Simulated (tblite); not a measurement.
C4H12ClFSi2.
Geometry (GFN2-xTB, Å), atoms numbered from 1 in this order:
```
atom  x, y, z in Å
C1    -2.4097   -0.6913    1.5413
C2    -1.3945   -0.3429    0.4683
Cl3   -2.2241   -0.3280   -1.1284
C4    -0.7305    1.0019    0.6860
Si5    0.3066    1.5907   -0.8120
Si6    1.5769   -0.1230   -1.7228
C7     2.6620   -0.9211   -0.3435
F8     1.8729   -1.2791    0.7383
H9    -3.1954    0.0606    1.5798
H10   -2.8638   -1.6601    1.3464
H11   -1.9115   -0.7288    2.5082
H12   -0.6408   -1.1303    0.3928
H13   -0.0972    0.9157    1.5704
H14   -1.4941    1.7473    0.9154
H15   -0.5838    2.2045   -1.8024
H16    1.1413    2.6871   -0.2855
H17    0.8314   -1.2366   -2.3200
H18    2.5669    0.3143   -2.7163
H19    3.4171   -0.2354    0.0485
H20    3.1649   -1.8348   -0.6675
```

Calculated harmonic vibrations of the isolated species, GFN2-xTB (tblite), most abundant isotopes, no scaling. Against measured fundamentals such values can be off by several per cent, at times by over 20. Modes of hydrogen on silicon can be 10 to 20 % off. One conformer, not necessarily the lowest.

Harmonic wavenumbers (cm⁻¹): 33.5, 43.2, 60.2, 79.9, 95.4, 132.7, 174.4, 221.5, 266.1, 290.9, 350.5, 392.4, 400.8, 431.8, 448.8, 564.1, 574.3, 619.0, 634.1, 662.8, 704.8, 748.2, 767.1, 788.8, 800.2, 822.3, 951.8, 1009.3, 1014.9, 1064.1, 1125.6, 1161.8, 1204.6, 1241.2, 1248.1, 1273.1, 1320.0, 1405.5, 1451.9, 1466.9, 1481.1, 1489.4, 2154.5, 2207.4, 2228.1, 2228.9, 2952.3, 2954.4, 2962.8, 2972.7, 2983.8, 3027.5, 3032.6, 3038.4.

A = 1461, B = 733.0, C = 642.7 MHz; mass 170.015 u (most abundant isotopes); point group C1, symmetry number 1.

What is the zero-point energy?

½Σν̃ = 31880 cm⁻¹ = 91.15 kcal/mol.

What is S at 400 K and 1 bar for an ideal gas of classical rigid rotors and harmonic oscillators?

Translation 42.79, rotation 31.40, vibration 54.84: S = 129.0 cal/(mol K).

And Cp and H(400 K) − H(0)?

Cp = 56.86 cal/(mol K), of which vibrations give 48.91 (their classical limit is 54 R = 107.3); H(400 K) − H(0) = 13.85 kcal/mol without the zero-point energy, 10.67 from vibrations.

Which modes carry the vibrational entropy at 400 K?

33.5 cm⁻¹: 6.19; 43.2 cm⁻¹: 5.69; 60.2 cm⁻¹: 5.03; 79.9 cm⁻¹: 4.47; 95.4 cm⁻¹: 4.12; 132.7 cm⁻¹: 3.48 cal/(mol K); the other 48 give 25.85 together.

Blend soft modes into free rotors: weight 1/[1 + (100 cm⁻¹/ν̃)⁴] for the oscillator and the rest for a rotor with moment μB/(μ + B), μ = h/(8π²ν), B = 10⁻⁴⁴ kg m². What vibrational entropy results?

48.56 cal/(mol K) in place of 54.84, which changes −T·S at 400 K by +2.51 kcal/mol.

What must be added to the electronic energy to get the Gibbs energy at 400 K and 1 bar?

ZPE + [H(400 K) − H(0)] − T·S = 91.15 + 13.85 − 51.61 = 53.39 kcal/mol.

How do the functions run with temperature in this model?

| T (K) | S (cal/(mol K)) | Cp (cal/(mol K)) | H − H(0) (kcal/mol) | G − H(0) (kcal/mol) | ln q(vib) |
| --- | --- | --- | --- | --- | --- |
| 100 | 77.8 | 23.2 | 1.60 | -6.18 | 3.29 |
| 200 | 97.6 | 35.3 | 4.53 | -14.99 | 7.16 |
| 300 | 114.1 | 46.9 | 8.65 | -25.59 | 10.75 |
| 500 | 142.6 | 65.1 | 19.96 | -51.36 | 17.46 |
| 800 | 177.3 | 82.2 | 42.29 | -99.55 | 26.51 |
| 1000 | 196.5 | 89.7 | 59.52 | -136.97 | 31.93 |

q(vib) and H(0) count from the zero-point level.

Hindered rotation and anharmonicity are outside this model. Other conformers, if any are populated, would add a mixing term that is left out. The structure is chiral; the term R ln 2 for an equal mix with its mirror image is left out.
